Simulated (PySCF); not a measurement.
## Electron correlation in C(2+) (carbon, charge +2)

[He] 2s1 2p1, high-spin 3P determinant (an excited configuration). Computed with PySCF 2.14 in x2c-QZVPPall, with scalar relativity by spin-free X2C-1e. Frozen: 1s2; 2 electrons correlated.

With two correlated electrons CCSD is exact within the correlated space (frozen core and kept virtual orbitals).

| level | correlation energy (mhartree) |
| --- | --- |
| CCSD | -5.19 |

Diagnostics: T1 = 0.0012, D1 = 0.0021, largest double amplitude 0.022.

Cost of the coupled-cluster step: of the order of 4 core-seconds, for 2 correlated electrons.
